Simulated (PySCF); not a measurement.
HO2Si, charge +1. Atoms are numbered in the order given.

```xyz
4

O     -0.0116    -1.5952     0.0000
Si     0.0313    -0.0857     0.0000
O     -0.1112     1.4699     0.0000
H      0.5440     2.2013     0.0000
```
Charge +1, spin multiplicity 1.

The structure is a stationary point at PBE-D3(BJ)/def2-TZVP. The isomer is the one that the SMILES or the coordinates give; other isomers of the formula were not compared.

Calculation: PBE-D3(BJ)/def2-TZVP (PySCF 2.14.0).

Frequencies are harmonic and unscaled.

Computed normal modes with their intensities:
| mode | ν (cm⁻¹) | IR (km/mol) | moving atoms (share of kinetic energy) |
|---|---|---|---|
| 1 | 217 | 35.2 | Si 52 %, O 41 % |
| 2 | 231 | 3.3 | Si 45 %, O 32 %, H 23 % |
| 3 | 525 | 180.7 | H 75 %, O 23 % |
| 4 | 920 | 5.6 | O 86 %, H 12 % |
| 5 | 1380 | 50.0 | Si 52 %, O 46 % |
| 6 | 3619 | 550.1 | H 94 % |
